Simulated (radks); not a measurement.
Question: These are the eigenvalues of the occupied orbitals of an atom or ion with whole-number occupations (eV). Calculated with a radial shooting solver on a logarithmic mesh with Libxc functionals: Dirac Kohn-Sham, PBE, spin-unpolarised, spherical densities, finite nucleus; Fermi nuclear charge, rms radius of each element as measured or else 0.836 A^(1/3) + 0.57 fm.

1s1/2: -11795.92
2s1/2: -1570.554
2p1/2: -1411.851
2p3/2: -1375.329
3s1/2: -263.6481
3p1/2: -209.9892
3p3/2: -204.5583
3d3/2: -112.8935
3d5/2: -112.0212
4s1/2: -55.0662
4p1/2: -41.7605
4p3/2: -41.0792

Which element is it, and in what charge state? The configuration may be excited. Open shells, if any, fill j = l - 1/2 first.

Answer: Z = 33, arsenic, charge +3: As3+ in [Ar] 3d7 4s2 4p3. The list shows which subshells hold electrons but not how many an open one holds; the 1s level, -433.49 hartree, gives Z - s = 29.4 by -(Z - s)^2/2, which with screening and relativity narrows Z to a few neighbours, and the depths of the outer levels then fix element, charge and occupations together.
